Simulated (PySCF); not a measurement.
From computed data to an observable: chemical shift, span and skew from a shielding tensor

Si(H)(F)(vinyl)(OH) (C₂H₅FOSi), SMILES C=C[SiH](O)F. Atoms are numbered in the order given.

```xyz
10

Si     0.2379    -0.1777    -0.5892
O      1.7391     0.5091    -0.6346
F      0.2639    -1.5218     0.3295
C     -1.0245     0.9323     0.1948
C     -1.7067     0.5694     1.2882
H     -0.0581    -0.5778    -1.9827
H      2.0423     0.9410     0.1697
H     -1.2183     1.9210    -0.2421
H     -2.4474     1.2250     1.7599
H     -1.5499    -0.4081     1.7572
```

The structure is a stationary point at PBE0-D3(BJ)/def2-SVP. The structure was generated by enumeration, and PubChem lists no compound with its InChIKey, so it may never have been made. The values are those of a single conformer.

GIAO shieldings from B3LYP/pcSseg-1 (PySCF), non-relativistic, no solvent. The symmetric part of the tensor of Si1 has the principal values 355.3, 368.4, 374.2 ppm. The same nucleus in TMS has σ = 338.7 ppm at this level (PySCF, at its B3LYP-D3(BJ)/def2-TZVP geometry).

**Question.** Work out the isotropic shielding, the ²⁹Si shift against TMS, the span and the skew.

**Answer.** 
σ(iso) = (σ11 + σ22 + σ33)/3 = 366.0 ppm. δ = σ(ref) − σ(iso) = 338.7 − (366.0) = -27.3 ppm.
Span Ω = σ33 − σ11 = 18.9 ppm. Skew κ = 3(σ(iso) − σ22)/Ω = -0.39. Tumbling in solution averages the tensor to δ; in a static solid the shielding alone would spread this spin-1/2 line over Ω.
